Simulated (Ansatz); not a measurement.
`B[CH2][GeH3]` + `O[AsH2]` → `O[AsH][GeH3]` + `BC`  (ligand exchange at a Ge–C bond)

Gas-phase electronic energies from Ansatz, PBE0-D4/def2-TZVP geometries. CCSD(T)/CBS is the MP2 limit (def2-TZVPP, def2-QZVPP) plus CCSD(T) − MP2 in def2-TZVPP, frozen cores. This one scheme is used for every species. For As, Ge outer-core shells are correlated without core-valence functions, which leaves a few kJ/mol of doubt a bond. Scalar relativity is left out up to krypton. One conformer a species, not always the lowest.

`B[CH2][GeH3]`:

Cartesian coordinates in Å:
```
B -0.267 -0.150 -1.491
C -0.668 0.571 -0.208
Ge 0.569 -0.228 1.137
H 0.625 0.269 -2.173
H -0.777 -1.194 -1.789
H -1.663 0.354 0.186
H -0.451 1.640 -0.158
H 2.028 0.108 0.794
H 0.396 -1.753 1.202
H 0.209 0.383 2.500
```

`O[AsH2]`:

Cartesian coordinates in Å:
```
O 0.778 -0.734 0.301
As -0.472 0.265 -0.527
H 1.080 -1.399 -0.322
H -1.471 0.254 0.628
H 0.084 1.615 -0.080
```

`O[AsH][GeH3]`:

Z-matrix (Å, degrees):
```
Ge
As 1 2.432
H 1 1.535 2 110.9
H 1 1.537 2 108.8 3 -120.7
H 1 1.540 2 108.5 3 120.8
O 2 1.812 1 95.1 3 43.1
H 2 1.530 1 91.6 3 -53.2
H 6 0.961 2 107.6 1 140.0
```

`BC`:

```xyz
7

B     0.045    0.562    0.675
C     0.002   -0.482   -0.468
H    -0.865    0.667    1.448
H     0.959    1.332    0.771
H    -0.616   -1.360   -0.273
H    -0.500    0.061   -1.290
H     0.975   -0.780   -0.862
```

```tsv
species	CCSD(T)/CBS(def2) energy (Eh)
`B[CH2][GeH3]`	-2143.14744
`O[AsH2]`	-2311.97217
`O[AsH][GeH3]`	-4389.29663
`BC`	-65.83255
```

Question: Work out ΔE.

Answer: ΔE = (-4389.29663) + (-65.83255) − (-2143.14744) − (-2311.97217) = -0.00957 Eh = -0.26 eV.

Largest T1 diagnostic among the species: 0.012.

From BLYP to BHLYP (50 % exact exchange), in def2-TZVPP and without D4, ΔE moves by +0.04 eV. In def2-TZVPP, CCSD(T) changes the Hartree–Fock value by +0.09 eV (the triples alone add +0.01 eV) and MP2 by +0.09 eV. Leaving LDA and LC-ωPBE aside and taking each functional with its dispersion term where it has one, the values, not all of them listed here, spread over 0.09 eV, from BLYP-D4 to PBE-QIDH. LDA lies +0.06 eV from PBE without D4.
